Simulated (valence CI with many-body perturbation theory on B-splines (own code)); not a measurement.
## E1 transitions of Sn XLVI

Level of theory: valence CI with perturbative core correlation (CI+MBPT): three valence electrons over a frozen Dirac-Fock core [He], a basis of 11 s, 11 p, 10 d, 8 f, 5 g, 2 h functions for each j, with the one-electron correlation potential Σ1 (screened to all orders), the two-electron term Σ2, the three-electron term Σ3, Breit, model QED; selected single and double excitations, second order for the rest, scaled by the run's own slope (own B-spline code, finite nucleus).

The last digits are not significant, and no measured levels were compared; by estimate large intervals hold to a few tenths of a per cent, small ones and those within an open d or f shell to about a per cent.

Lines 1 to 50 of 505 in falling wavelength, among levels below 465.24 Ry, chosen from the strongest by gf and those to the six lowest levels. Wavelengths and rates use the calculated energies. Electric multipoles are in the length gauge with retardation, E1 and E2 with the static RPA response of the core. Weak lines are less certain than strong ones. Lines between different terms over intervals too small for the method are left out, as are lines whose strength nearly cancels. The highest levels of a list are the least certain.

Levels are named by their leading jj configuration (3d3/2^4 stands for four electrons in 3d with j = 3/2), which in mixed levels can hold well under half, so a name can repeat and another be missing. Letters in brackets count levels of one name in rising energy.

| λ vac (Å) | Upper | Lower | A (s⁻¹) | S (a.u.) with core polarisation | S without |
| --- | --- | --- | --- | --- | --- |
| 1014 | (2s 2p1/2 4f7/2) J=7/2 [a] | (2s 2p1/2 4d5/2) J=5/2 [a] | 9.49e+07 | 3.91e-01 | 3.91e-01 |
| 991.5 | (2s 2p1/2 4f7/2) J=9/2 | (2s 2p1/2 4d5/2) J=7/2 | 1.05e+08 | 5.07e-01 | 5.07e-01 |
| 923.4 | (2s^2 4f7/2) J=7/2 | (2s^2 4d5/2) J=5/2 | 1.30e+08 | 4.05e-01 | 4.05e-01 |
| 704.9 | (2p1/2^2 4f5/2) J=5/2 | (2p1/2^2 4d3/2) J=3/2 | 2.77e+08 | 2.88e-01 | 2.88e-01 |
| 677.2 | (2s^2 4f5/2) J=5/2 | (2s^2 4d3/2) J=3/2 | 3.07e+08 | 2.82e-01 | 2.82e-01 |
| 661.3 | (2s 2p1/2 4f5/2) J=5/2 [a] | (2s 2p1/2 4d3/2) J=3/2 [a] | 3.25e+08 | 2.78e-01 | 2.78e-01 |
| 642.3 | (2s 2p1/2 4f5/2) J=7/2 | (2s 2p1/2 4d3/2) J=5/2 | 3.37e+08 | 3.53e-01 | 3.53e-01 |
| 562.0 | (2s 2p3/2 4p1/2) J=3/2 [a] | (2s 2p3/2 4s) J=5/2 | 6.83e+08 | 2.39e-01 | 2.39e-01 |
| 543.0 | (2s 2p3/2 4d5/2) J=9/2 | (2s 2p3/2 4p3/2) J=7/2 | 1.00e+09 | 7.91e-01 | 7.91e-01 |
| 533.1 | (2s 2p3/2 4p1/2) J=5/2 | (2s 2p3/2 4s) J=5/2 | 5.53e+08 | 2.48e-01 | 2.48e-01 |
| 522.2 | (2s 2p1/2 4d5/2) J=7/2 | (2s 2p1/2 4p3/2) J=5/2 | 1.13e+09 | 6.36e-01 | 6.36e-01 |
| 515.9 | (2s 2p1/2 4d5/2) J=5/2 [a] | (2s 2p1/2 4p3/2) J=3/2 [a] | 1.09e+09 | 4.45e-01 | 4.45e-01 |
| 511.6 | (2p1/2^2 4d5/2) J=5/2 | (2p1/2^2 4p3/2) J=3/2 | 1.24e+09 | 4.91e-01 | 4.91e-01 |
| 495.9 | (2s^2 4d5/2) J=5/2 | (2s^2 4p3/2) J=3/2 | 1.30e+09 | 4.69e-01 | 4.69e-01 |
| 490.1 | (2s 2p3/2 4d5/2) J=7/2 | (2s 2p3/2 4p3/2) J=5/2 | 1.12e+09 | 5.21e-01 | 5.21e-01 |
| 485.9 | (2s 2p1/2 4d5/2) J=5/2 [b] | (2s 2p1/2 4p3/2) J=3/2 [b] | 1.23e+09 | 4.19e-01 | 4.19e-01 |
| 469.5 | (2s 2p3/2 4d5/2) J=5/2 | (2s 2p3/2 4p3/2) J=3/2 | 9.13e+08 | 2.80e-01 | 2.80e-01 |
| 466.8 | (2s 2p1/2 4d5/2) J=3/2 | (2s 2p1/2 4p3/2) J=1/2 | 1.24e+09 | 2.50e-01 | 2.50e-01 |
| 429.8 | (2s 2p3/2 4d5/2) J=3/2 | (2s 2p3/2 4p3/2) J=3/2 | 1.10e+09 | 1.73e-01 | 1.73e-01 |
| 285.4 | (2s 2p1/2 4d3/2) J=3/2 [b] | (2s 2p1/2 4p1/2) J=1/2 [b] | 3.01e+09 | 1.38e-01 | 1.38e-01 |
| 280.2 | (2s 2p1/2 4d3/2) J=1/2 | (2s 2p1/2 4p1/2) J=1/2 [b] | 5.25e+09 | 1.14e-01 | 1.14e-01 |
| 279.3 | (2s 2p3/2 4d3/2) J=5/2 | (2s 2p3/2 4p1/2) J=5/2 | 3.27e+09 | 2.11e-01 | 2.11e-01 |
| 272.0 | (2s 2p3/2 4d3/2) J=5/2 | (2s 2p3/2 4p1/2) J=3/2 [a] | 3.17e+09 | 1.89e-01 | 1.89e-01 |
| 271.1 | (2s 2p3/2 4d3/2) J=7/2 | (2s 2p3/2 4p1/2) J=5/2 | 5.79e+09 | 4.55e-01 | 4.55e-01 |
| 269.0 | (2p1/2^2 4d3/2) J=3/2 | (2p1/2^2 4p1/2) J=1/2 | 7.04e+09 | 2.71e-01 | 2.71e-01 |
| 267.0 | (2s 2p1/2 4d3/2) J=3/2 [a] | (2s 2p1/2 4p1/2) J=1/2 [a] | 6.92e+09 | 2.60e-01 | 2.60e-01 |
| 266.7 | (2s 2p3/2 4p3/2) J=3/2 | (2s 2p3/2 4s) J=3/2 [a] | 6.37e+09 | 2.39e-01 | 2.39e-01 |
| 265.4 | (2s 2p3/2 4d3/2) J=3/2 | (2s 2p3/2 4p1/2) J=3/2 [a] | 5.51e+09 | 2.03e-01 | 2.03e-01 |
| 265.2 | (2s^2 4d3/2) J=3/2 | (2s^2 4p1/2) J=1/2 | 7.00e+09 | 2.58e-01 | 2.58e-01 |
| 264.3 | (2s 2p1/2 4d3/2) J=5/2 | (2s 2p1/2 4p1/2) J=3/2 | 6.46e+09 | 3.53e-01 | 3.53e-01 |
| 261.7 | (2s 2p3/2 4d3/2) J=1/2 | (2s 2p3/2 4p1/2) J=3/2 [a] | 7.25e+09 | 1.28e-01 | 1.28e-01 |
| 258.5 | (2s 2p1/2 4p3/2) J=1/2 | (2s 2p1/2 4s) J=1/2 [b] | 8.02e+09 | 1.37e-01 | 1.37e-01 |
| 253.2 | (2s 2p1/2 4p3/2) J=3/2 [b] | (2s 2p1/2 4s) J=1/2 [b] | 5.78e+09 | 1.85e-01 | 1.85e-01 |
| 248.2 | (2s 2p3/2 4p3/2) J=7/2 | (2s 2p3/2 4s) J=5/2 | 1.04e+10 | 6.26e-01 | 6.26e-01 |
| 247.6 | (2s 2p3/2 4p3/2) J=5/2 | (2s 2p3/2 4s) J=3/2 [a] | 5.58e+09 | 2.51e-01 | 2.51e-01 |
| 247.2 | (2s 2p1/2 4d3/2) J=3/2 [b] | (2s 2p1/2 4p1/2) J=3/2 | 3.92e+09 | 1.17e-01 | 1.17e-01 |
| 244.1 | (2p1/2^2 4p3/2) J=3/2 | (2p1/2^2 4s) J=1/2 | 1.15e+10 | 3.29e-01 | 3.29e-01 |
| 239.6 | (2s^2 4p3/2) J=3/2 | (2s^2 4s) J=1/2 | 1.13e+10 | 3.08e-01 | 3.08e-01 |
| 238.7 | (2s 2p1/2 4p3/2) J=3/2 [a] | (2s 2p1/2 4s) J=1/2 [a] | 1.15e+10 | 3.09e-01 | 3.09e-01 |
| 237.8 | (2s 2p3/2 4p3/2) J=1/2 | (2s 2p3/2 4s) J=3/2 [a] | 1.18e+10 | 1.57e-01 | 1.57e-01 |
| 236.5 | (2s 2p1/2 4p3/2) J=5/2 | (2s 2p1/2 4s) J=3/2 | 1.23e+10 | 4.81e-01 | 4.82e-01 |
| 231.9 | (2s 2p1/2 4p3/2) J=3/2 [b] | (2s 2p1/2 4s) J=3/2 | 5.18e+09 | 1.27e-01 | 1.27e-01 |
| 222.7 | (2s 2p3/2 4p3/2) J=5/2 | (2s 2p3/2 4s) J=5/2 | 6.97e+09 | 2.28e-01 | 2.28e-01 |
| 221.7 | (2s 2p3/2 3d5/2) J=9/2 | (2s 2p3/2 3p3/2) J=7/2 | 3.31e+09 | 1.78e-01 | 1.78e-01 |
| 219.3 | (2p1/2 2p3/2 3d5/2) J=9/2 | (2p1/2 2p3/2 3p3/2) J=7/2 | 3.96e+09 | 2.06e-01 | 2.06e-01 |
| 218.5 | (2p3/2^2 3d5/2) J=7/2 | (2p3/2^2 3p3/2) J=5/2 | 3.05e+09 | 1.26e-01 | 1.26e-01 |
| 216.1 | (2p3/2^2 3d5/2) J=9/2 | (2p3/2^2 3p3/2) J=7/2 | 3.87e+09 | 1.93e-01 | 1.93e-01 |
| 215.2 | (2p1/2 2p3/2 3d5/2) J=7/2 [a] | (2p1/2 2p3/2 3p3/2) J=5/2 [a] | 3.58e+09 | 1.41e-01 | 1.41e-01 |
| 214.5 | (2s 2p1/2 3d5/2) J=7/2 | (2s 2p1/2 3p3/2) J=5/2 | 3.73e+09 | 1.45e-01 | 1.45e-01 |
| 211.9 | (2p1/2 2p3/2 3d5/2) J=7/2 [b] | (2p1/2 2p3/2 3p3/2) J=5/2 [b] | 3.64e+09 | 1.37e-01 | 1.37e-01 |
